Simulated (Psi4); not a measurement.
diisopropylamine (C6H15N), singlet, at a GFN2-xTB geometry; HF/def2-SV(P) run with Psi4.

Psi4 was given this input:
```
memory 2 GB

molecule mol {
0 1
C     1.993013    0.804538    0.645581
C     1.212194   -0.328797   -0.034143
C     2.012736   -0.893182   -1.207392
N    -0.091051    0.083254   -0.526519
C    -1.154709    0.208408    0.460537
C    -2.195064    1.206786   -0.038718
C    -1.800523   -1.162626    0.673189
H     2.198391    1.599184   -0.070356
H     1.424823    1.224292    1.473420
H     2.939062    0.435550    1.033466
H     1.047218   -1.129965    0.694558
H     1.451227   -1.689888   -1.686586
H     2.966415   -1.286610   -0.865086
H     2.200254   -0.114154   -1.943021
H     0.008086    0.945129   -1.052448
H    -0.768745    0.565702    1.433238
H    -2.573618    0.890232   -1.007737
H    -1.759342    2.199319   -0.141374
H    -3.026777    1.268156    0.658632
H    -1.068259   -1.881668    1.030028
H    -2.603200   -1.094850    1.403219
H    -2.204057   -1.523971   -0.268653
}

set {
  basis def2-sv(p)
  reference rhf
  guess sapgau
}

energy('scf')
print_variables()
```

Task: Write the output that Psi4 gives for this input, abridged.

Result: 
```
   => Loading Basis Set <=

    Name: DEF2-SV(P)
    Role: ORBITAL
    Keyword: BASIS

         ---------------------------------------------------------
                                   SCF
               by Justin Turney, Rob Parrish, Andy Simmonett
                          and Daniel G. A. Smith
                              RHF Reference
         ---------------------------------------------------------

  ==> Geometry <==

    Molecular point group: c1
    Full point group: C1

    Geometry (in Angstrom), charge = 0, multiplicity = 1:

       Center              X                  Y                   Z               Mass
    ------------   -----------------  -----------------  -----------------  -----------------
         C            1.995286927475     0.808523598679     0.652380090396    12.000000000000
         C            1.214467927475    -0.324811401321    -0.027343909604    12.000000000000
         C            2.015009927475    -0.889196401321    -1.200592909604    12.000000000000
         N           -0.088777072525     0.087239598679    -0.519719909604    14.003074004430
         C           -1.152435072525     0.212393598679     0.467336090396    12.000000000000
         C           -2.192790072525     1.210771598679    -0.031918909604    12.000000000000
         C           -1.798249072525    -1.158640401321     0.679988090396    12.000000000000
         H            2.200664927475     1.603169598679    -0.063556909604     1.007825032230
         H            1.427096927475     1.228277598679     1.480219090396     1.007825032230
         H            2.941335927475     0.439535598679     1.040265090396     1.007825032230
         H            1.049491927475    -1.125979401321     0.701357090396     1.007825032230
         H            1.453500927475    -1.685902401321    -1.679786909604     1.007825032230
         H            2.968688927475    -1.282624401321    -0.858286909604     1.007825032230
         H            2.202527927475    -0.110168401321    -1.936221909604     1.007825032230
         H            0.010359927475     0.949114598679    -1.045648909604     1.007825032230
         H           -0.766471072525     0.569687598679     1.440037090396     1.007825032230
         H           -2.571344072525     0.894217598679    -1.000937909604     1.007825032230
         H           -1.757068072525     2.203304598679    -0.134574909604     1.007825032230
         H           -3.024503072525     1.272141598679     0.665431090396     1.007825032230
         H           -1.065985072525    -1.877682401321     1.036827090396     1.007825032230
         H           -2.600926072525    -1.090864401321     1.410018090396     1.007825032230
         H           -2.201783072525    -1.519985401321    -0.261853909604     1.007825032230

  Running in c1 symmetry.

  Rotational constants: A =      0.13717  B =      0.04883  C =      0.04440 [cm^-1]
  Rotational constants: A =   4112.15703  B =   1463.80236  C =   1331.02943 [MHz]
  Nuclear repulsion =  335.994749622622180

  Charge       = 0
  Multiplicity = 1
  Electrons    = 58
  Nalpha       = 29
  Nbeta        = 29

  ==> Algorithm <==

  SCF Algorithm Type is DF.
  DIIS enabled.
  MOM disabled.
  Fractional occupation disabled.
  Guess Type is SAPGAU.
  Energy threshold   = 1.00e-06
  Density threshold  = 1.00e-06
  Integral threshold = 1.00e-12

  ==> Primary Basis <==

  Basis Set: DEF2-SV(P)
    Blend: DEF2-SV(P)
    Number of shells: 72
    Number of basis functions: 128
    Number of Cartesian functions: 135
    Spherical Harmonics?: true
    Max angular momentum: 2

   => Loading Basis Set <=

    Name: (DEF2-SV(P) AUX)
    Role: JKFIT
    Keyword: DF_BASIS_SCF

   => Loading Basis Set <=

    Name: SAP_HELFEM_LARGE
    Role: ORBITAL
    Keyword: SAPGAU_BASIS

  ==> Integral Setup <==

  SCF_SUBTYPE=INCORE selected. In-core MEM_DF algorithm will be used.
  Using in-core AOs.

  ==> MemDFJK: Density-Fitted J/K Matrices <==

    J tasked:                   Yes
    K tasked:                   Yes
    wK tasked:                   No
    Algorithm:                 Core
    Schwarz Cutoff:           1E-12
    Mask sparsity (%):       1.8677
    Fitting Condition:        1E-10

   => Auxiliary Basis Set <=

  Basis Set: (DEF2-SV(P) AUX)
    Blend: DEF2-UNIVERSAL-JKFIT
    Number of shells: 265
    Number of basis functions: 797
    Number of Cartesian functions: 927
    Spherical Harmonics?: true
    Max angular momentum: 4

  Minimum eigenvalue in the overlap matrix is 1.9971363451E-03.
  Reciprocal condition number of the overlap matrix is 2.8730737219E-04.
    Using symmetric orthogonalization.

  ==> Pre-Iterations <==

  SCF Guess: Superposition of Atomic Potentials (doi:10.1021/acs.jctc.8b01089).
  Using error function fits of the atomic potentials (doi:10.1063/5.0004046).

   -------------------------------------------------------
    Irrep   Nso     Nmo     Nalpha   Nbeta   Ndocc  Nsocc
   -------------------------------------------------------
     A        128     128      29      29      29       0
   -------------------------------------------------------
    Total     128     128      29      29      29       0
   -------------------------------------------------------

  ==> Iterations <==

                           Total Energy        Delta E     RMS |[F,P]|

   @DF-RHF iter   1:  -287.63860216523068   -2.87639e+02   1.62863e-02 DIIS/ADIIS
   @DF-RHF iter   2:  -288.90744793487886   -1.26885e+00   1.16887e-02 DIIS/ADIIS
   @DF-RHF iter   3:  -290.09815069458432   -1.19070e+00   1.94739e-03 DIIS/ADIIS
   @DF-RHF iter   4:  -290.12897351892963   -3.08228e-02   6.70520e-04 DIIS/ADIIS
   @DF-RHF iter   5:  -290.13353996770059   -4.56645e-03   1.09570e-04 DIIS/ADIIS
   @DF-RHF iter   6:  -290.13376673742738   -2.26770e-04   3.12893e-05 DIIS
   @DF-RHF iter   7:  -290.13378018041146   -1.34430e-05   8.51036e-06 DIIS
   @DF-RHF iter   8:  -290.13378136105450   -1.18064e-06   1.91215e-06 DIIS
   @DF-RHF iter   9:  -290.13378143341367   -7.23592e-08   4.32416e-07 DIIS
  Energy and wave function converged.

  ==> Post-Iterations <==

    Orbital Energies [Eh]
    ---------------------

    Doubly Occupied:

       1A    -15.525039     2A    -11.248250     3A    -11.247669
       4A    -11.210729     5A    -11.208653     6A    -11.202564
       7A    -11.200932     8A     -1.201536     9A     -1.052062
      10A     -0.975581    11A     -0.923134    12A     -0.920529
      13A     -0.793298    14A     -0.774562    15A     -0.664461
      16A     -0.630682    17A     -0.617683    18A     -0.591165
      19A     -0.572714    20A     -0.560018    21A     -0.541105
      22A     -0.539797    23A     -0.526762    24A     -0.500228
      25A     -0.495793    26A     -0.479808    27A     -0.468221
      28A     -0.463422    29A     -0.356949

    Virtual:

      30A      0.169532    31A      0.195912    32A      0.204314
      33A      0.215966    34A      0.241895    35A      0.245345
      36A      0.253938    37A      0.256034    38A      0.278401
      39A      0.285205    40A      0.290519    41A      0.307329
      42A      0.313789    43A      0.329439    44A      0.335542
      45A      0.373840    46A      0.397961    47A      0.401552
      48A      0.409556    49A      0.447256    50A      0.456054
      51A      0.582689    52A      0.585456    53A      0.612075
      54A      0.637126    55A      0.643689    56A      0.663808
      57A      0.670220    58A      0.734801    59A      0.777781
      60A      0.820994    61A      0.846524    62A      0.861249
      63A      0.869784    64A      0.876355    65A      0.884523
      66A      0.892199    67A      0.913306    68A      0.940191
      69A      0.949872    70A      0.953297    71A      0.960925
      72A      0.969005    73A      0.975386    74A      0.982244
      75A      0.987482    76A      0.994168    77A      1.004257
      78A      1.012516    79A      1.016717    80A      1.023495
      81A      1.031198    82A      1.032567    83A      1.042319
      84A      1.057038    85A      1.110579    86A      1.210700
      87A      1.262131    88A      1.294775    89A      1.335196
      90A      1.395378    91A      1.463298    92A      1.523114
      93A      1.563772    94A      1.686971    95A      1.788016
      96A      1.868730    97A      1.980278    98A      2.046293
      99A      2.106598   100A      2.120548   101A      2.149245
     102A      2.194435   103A      2.213626   104A      2.260202
     105A      2.261840   106A      2.266078   107A      2.332091
     108A      2.365816   109A      2.373434   110A      2.451080
     111A      2.471923   112A      2.482910   113A      2.493281
     114A      2.495593   115A      2.508198   116A      2.536288
     117A      2.619604   118A      2.644186   119A      2.705409
     120A      2.792026   121A      2.845319   122A      2.888692
     123A      2.943089   124A      3.039654   125A      3.084170
     126A      3.164313   127A      3.365523   128A      3.491580

    Final Occupation by Irrep:
              A
    DOCC [    29 ]
    NA   [    29 ]
    NB   [    29 ]

  @DF-RHF Final Energy:  -290.13378143341367

   => Energetics <=

    Nuclear Repulsion Energy =            335.9947496226221801
    One-Electron Energy =               -1057.2703521814144096
    Two-Electron Energy =                 431.1418211253785557
    Total Energy =                       -290.1337814334136738

Computation Completed

Properties will be evaluated at   0.000000,   0.000000,   0.000000 [a0]

Properties computed using the SCF density matrix

 Multipole Moments:

 ------------------------------------------------------------------------------------
     Multipole            Electronic (a.u.)      Nuclear  (a.u.)        Total (a.u.)
 ------------------------------------------------------------------------------------

 L = 1.  Multiply by 2.5417464519 to convert [e a0] to [Debye]
 Dipole X            :         -0.1463877            0.2492375            0.1028497
 Dipole Y            :         -0.1256152            0.4368342            0.3112191
 Dipole Z            :         -0.5132561            0.7451913            0.2319351
 Magnitude           :                                                    0.4015337

 ------------------------------------------------------------------------------------

  Variable Map:
  ----------------------------------------------------------------------------
  "CURRENT ENERGY"           =>    -290.133781433414
  "CURRENT REFERENCE ENERGY" =>    -290.133781433414
  "DD SOLVATION ENERGY"      =>       0.000000000000
  "HF KINETIC ENERGY"        =>     289.124699534322
  "HF POTENTIAL ENERGY"      =>    -579.258480967736
  "HF TOTAL ENERGY"          =>    -290.133781433414
  "HF VIRIAL RATIO"          =>       2.003490126927
  "NUCLEAR REPULSION ENERGY" =>     335.994749622622
  "ONE-ELECTRON ENERGY"      =>   -1057.270352181414
  "PCM POLARIZATION ENERGY"  =>       0.000000000000
  "PE ENERGY"                =>       0.000000000000
  "SCF ITERATION ENERGY"     =>    -290.133781433414
  "SCF ITERATIONS"           =>       9.000000000000
  "SCF TOTAL ENERGY"         =>    -290.133781433414
  "TWO-ELECTRON ENERGY"      =>     431.141821125379

  Array Variable Map:
  ----------------------------------------------------------------------------
  "CURRENT DIPOLE"           =>       0.102849745320 ... 0.231935140826 1 by 3
  "SCF DIPOLE"               =>       0.102849745320 ... 0.231935140826 1 by 3
  "SCF TOTAL ENERGIES"       =>    -287.638602165231 ... -290.133781433414 1 by 9
```
